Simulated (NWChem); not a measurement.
System: AlNH4; SMILES [NH2][AlH2]

The following NWChem deck was run.

```
start job
memory heap 200 mb stack 900 mb global 1100 mb
geometry units angstroms noautoz
  Al     0.000000    -0.000000     0.673915
  H     -0.577135    -1.280945     1.410904
  H      0.577135     1.280945     1.410904
  N      0.000000    -0.000000    -1.107075
  H      0.341571     0.758106    -1.685463
  H     -0.341572    -0.758106    -1.685463
end
basis spherical
  * library def2-svp
end
dft
  xc xpbe96 cpbe96
  iterations 150
  vectors input atomic output neutral.movecs
end
task dft energy
charge 1
dft
  odft
  mult 2
  vectors input atomic output cation.movecs
end
task dft energy
```

Geometry: optimised at B3LYP/6-31G* (spherical d).

Ions are spin-unrestricted doublets at the neutral geometry; other ion states weren't tried.

### Question
Give the results of this calculation. (PBE/def2-SVP, vertical spin-unrestricted ions.) Quantities: −ε(HOMO) (eV).

### Answer
```
Property       Value
-------------  -----
−ε(HOMO) (eV)   6.01
```
